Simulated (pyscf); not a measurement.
## •H₂C–Al(CH₃)–Cl, doublet

Gas-phase minimum from PySCF at ωB97X-D3(BJ)/def2-SVP, one conformer. Other isomers of •H₂C–Al(CH₃)–Cl were not searched in full and may lie lower. 

```
Al
C 1 1.9217
H 2 1.0988 1 123.72
H 2 1.0994 3 112.09 1 179.98
C 1 1.9427 2 125.53 3 -179.85
H 5 1.1020 1 112.83 2 -1.09
H 5 1.1035 6 107.94 1 122.80
H 5 1.1037 6 107.87 7 114.58
Cl 1 2.1143 2 116.32 3 0.10
```
Charge 0, spin multiplicity 2.

Properties at ωB97X-D3(BJ)/def2-SVP:

| Property | Value |
|---|---|
| Harmonic wavenumbers, unscaled | 37, 162, 167, 201, 208, 477, 606, 616, 640, 661, 741, 770, 1237, 1377, 1434, 1436, 3057, 3138, 3149, 3164, 3232 cm⁻¹ |
| Zero-point energy | 37.9 kcal/mol |
| Rotational symmetry number | 1 |
| Entropy of this conformer at 298 K and 1 atm, rigid rotor and harmonic oscillator, modes under 100 cm⁻¹ raised to 100 | 347.6 J/(mol K) |
| Dipole moment | 2.10 D |
| Spin expectation value S2 | 0.752 |

Single-point totals, which compare only within one level:

| level | total energy (hartree) |
|---|---|
| ωB97X-D3(BJ)/def2-TZVP | -782.00685 |
| PBE/def2-TZVP | -781.48395 |
| r²SCAN/def2-TZVP | -781.82505 |
| B3LYP-D3(BJ)/def2-TZVP | -781.98423 |
| PBE0-D3(BJ)/def2-TZVP | -781.56779 |
| M06-2X/def2-TZVP | -781.85272 |
| ωB97M-D3(BJ)/def2-TZVP | -782.04017 |

The lowest mode is so soft that the shape along it may change with the basis. Soft torsions are taken as harmonic, which can shift the entropy by several J/(mol K).
